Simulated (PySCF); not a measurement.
Optical rotation: `[H]/N=C1/C[C@@H](F)C[C@@H]1C#N`, C6H7FN2

Geometry (Å), atoms numbered from 1 in this order:
```xyz
16

N     3.0254   -1.3329    0.3905
C     2.0130   -0.9813   -0.0078
C     0.7430   -0.5027   -0.4807
C    -0.4531   -1.2396    0.1401
C    -1.5679   -0.1946    0.1461
F    -2.1605   -0.1554   -1.1027
C    -0.8673    1.1323    0.4194
C     0.5268    0.9757   -0.1208
N     1.3101    1.9389   -0.2412
H     0.7211   -0.5821   -1.5751
H    -0.7393   -2.1225   -0.4302
H    -0.2281   -1.5365    1.1657
H    -2.3744   -0.4232    0.8499
H    -0.8193    1.3284    1.4913
H    -1.3760    1.9699   -0.0563
H     2.2388    1.7346   -0.5996
```

The calculation used TDDFT PBE0/def2-SVPD circular dichroism and optical rotation, one conformer, gas phase in PySCF 2.14.0. Geometry: GFN2-xTB.

The molecule is flexible and this is one conformer; a measurement averages over conformers.

Stereocentres: C3 S, C5 S.

(1) What is the specific rotation at 633, 589.3, 546, 436, 405, 365, 355 nm?

(2) And for the mirror image at 589.3 nm?

(3) What is the molar rotation [Φ] = [α]·M/100 of the geometry above at 589.3 nm?

Answers

(1) [α] in deg dm⁻¹ (g/mL)⁻¹:
| λ (nm) | origin-invariant length gauge | modified velocity gauge | length gauge (centre of mass) | isotropic polarisability (au) |
| --- | --- | --- | --- | --- |
| 633 | +161.4 | +151.4 | +160.9 | 78.6 |
| 589.3 | +189.3 | +177.4 | +188.6 | 78.9 |
| 546 | +224.9 | +210.7 | +224.2 | 79.2 |
| 436 | +383.5 | +357.6 | +382.2 | 80.4 |
| 405 | +461.8 | +429.6 | +460.4 | 81.0 |
| 365 | +608.2 | +562.9 | +606.4 | 82.0 |
| 355 | +656.8 | +606.7 | +654.9 | 82.4 |

(2) -189.3 deg dm⁻¹ (g/mL)⁻¹ (origin-invariant length gauge): the same size and the opposite sign.

(3) With M = 126.13 g/mol, +238.7 deg cm² dmol⁻¹ (origin-invariant length gauge).

The first excitation lies at 5.05 eV (245 nm) with R = 0.0 × 10⁻⁴⁰ esu² cm² (velocity form).
